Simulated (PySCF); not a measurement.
C6H7BFN.
Z-matrix (Å and degrees, PBE0-D3(BJ)/def2-SVP geometry), rows numbered from 1:
```
B 
N   1  1.3995
C   2  1.4022  1  130.76
C   3  1.4016  2  122.23  1     0.46
C   4  1.3904  3  119.88  2   179.99
C   5  1.3948  4  121.54  3     0.00
C   6  1.3878  5  117.73  4    -0.00
F   7  1.3320  6  119.41  5   180.00
C   7  1.3882  6  122.11  5    -0.01
H   1  1.2071  2  117.46  3  -179.97
H   1  1.2051  2  120.89  3     0.04
H   2  1.0140  1  117.02  3  -179.95
H   4  1.0895  3  119.80  2     0.02
H   5  1.0925  4  119.15  3  -179.99
H   6  1.0907  5  122.35  4  -180.00
H   9  1.0923  3  121.41  2     0.02
```

Linear response at B3LYP/def2-SVPD (PySCF, frozen core in the response, non-relativistic). Geometry: PBE0-D3(BJ)/def2-SVP, one conformer, isolated molecule.

Static isotropic polarisability: 96.30 au (14.27 Å³), principal values 54.8, 97.7, 136.4 au.

Q: What is the polarisability at 1064 nm and at the sodium D line?

A: 97.78 au at 1064 nm (+1.5 %), 101.55 au at 589.3 nm (+5.4 %). The rise at 589.3 nm is 3.54 times that at 1064 nm; a pure ω² law gives 3.26. The lowest singlet lies at 252 nm, shorter than both wavelengths.

Q: What is the isotropic C6 coefficient between two such molecules, C6 = (3/π)∫α(iω)² dω?

A: 3314 au (Eh·bohr⁶) by a ten-point quadrature over imaginary frequencies, which is 1980 eV·Å⁶ or 191 J·nm⁶/mol.

Q: Which effective excitation energy ω̄ makes London's formula C6 = (3/4)α²ω̄ exact here?

A: ω̄ = 4·C6/(3α²) = 0.477 Eh = 13.0 eV. A one-pole form α(ω) = α/(1 − ω²/ω̄²) fitted to the 1064 nm value gives 9.5 eV.

Q: How anisotropic is the static polarisability, by Δα² = ½[(α1 − α2)² + (α2 − α3)² + (α3 − α1)²]?

A: Δα = 70.7 au, or 0.73 of the isotropic value.

Q: The lowest 6 singlets have (eV, f): 4.91, 0.009; 4.95, 0.231; 5.88, 0.275; 6.02, 0.002; 6.21, 0.148; 6.57, 0.000. What share of the static polarisability do they carry in the sum over states α = Σ f/ω²?

A: 16.05 au, 16.7 % of α; the largest term, 7.00 au, is that of the state at 4.95 eV. Their oscillator strengths add up to 0.67. Higher states carry the rest.

Q: What three-body coefficient follows from the one-pole estimate C9 = (3/4)·α·C6?

A: 239000 au. This is an estimate from the two numbers above, not a computed integral.

Rough CPU time on one thread of a shared machine: about 2.1 min. This is the whole response run at B3LYP/def2-SVPD, SCF included.
